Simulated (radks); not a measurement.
The numbers below are computed, except where a source is named.
Removal energies from the iridium ion Ir13+, [Kr] 4d10 4f14 5s2 5p2, by Delta-SCF beside the eigenvalue of the level emptied. Level of theory: scalar-relativistic Kohn-Sham, PBE, spin-polarised, spherical densities, finite nucleus; Fermi nuclear charge, rms radius of each element as measured or else 0.836 A^(1/3) + 0.57 fm (a radial shooting solver on a logarithmic mesh with Libxc functionals). Open shells are filled with parallel spins first.

removed from,final configuration,Delta-SCF (eV),-eigenvalue (eV)
5p,[Kr] 4d10 4f14 5s2 5p1,285.86,275.19
4f,[Kr] 4d10 4f13 5s2 5p2,320.63,302.41
5s,[Kr] 4d10 4f14 5s1 5p2,333.62,322.16
4d,[Kr] 4d9 4f14 5s2 5p2,551.67,533.09
